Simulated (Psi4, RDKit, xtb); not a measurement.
Conformational energy of SMILES COC(C)=O. Scanned: dihedral C1–O2–C3–O5; all other coordinates were relaxed at B3LYP-D3(BJ)/def2-SVP. Points at φ and −φ are mirror images. Heavy atoms are numbered in the order of the SMILES COC(C)=O, hydrogens after them in the order of the atoms that carry them; the mirror image has the same energies with the sign of each dihedral reversed.

Methods: MMFF94 // B3LYP-D3(BJ)/def2-SVP (RDKit); UFF // B3LYP-D3(BJ)/def2-SVP (RDKit); GFN1-xTB // B3LYP-D3(BJ)/def2-SVP (xtb); MP2/cc-pVTZ = DF-MP2 (frozen core)/cc-pVTZ // B3LYP-D3(BJ)/def2-SVP run with Psi4 1.11.

Energies relative to the lowest point of each profile, in kJ/mol; the last columns give the difference from MP2:

```csv
φ / °,MMFF94,UFF,GFN1-xTB,MP2/cc-pVTZ,MMFF94 − MP2/cc-pVTZ,UFF − MP2/cc-pVTZ,GFN1-xTB − MP2/cc-pVTZ
-150,39.5,6.2,38.2,38.2,1.3,-32.0,0.0
-120,51.2,20.8,52.2,52.6,-1.4,-31.8,-0.4
-90,57.2,34.5,54.8,55.7,1.5,-21.2,-1.0
-60,41.9,29.0,36.2,39.7,2.2,-10.7,-3.5
-30,13.2,18.2,11.4,13.1,0.1,5.1,-1.7
0,0.0,13.4,0.0,0.0,0.0,13.4,0.0
30,13.2,18.2,11.4,13.1,0.1,5.1,-1.7
60,41.9,29.0,36.2,39.7,2.2,-10.7,-3.5
90,57.2,34.5,54.8,55.7,1.5,-21.2,-1.0
120,51.2,20.8,52.2,52.6,-1.4,-31.8,-0.4
150,39.5,6.2,38.2,38.2,1.3,-32.0,0.0
180,35.1,0.0,31.2,32.0,3.0,-32.0,-0.9
```

MMFF94 is furthest from MP2/cc-pVTZ at 180 (3.0 kJ/mol, above); its mean absolute difference over the points is 1.3 kJ/mol.

UFF is furthest from MP2/cc-pVTZ at 180 (-32.0 kJ/mol, below); its mean absolute difference over the points is 20.6 kJ/mol.

GFN1-xTB is furthest from MP2/cc-pVTZ at -60 (-3.5 kJ/mol, below); its mean absolute difference over the points is 1.2 kJ/mol.
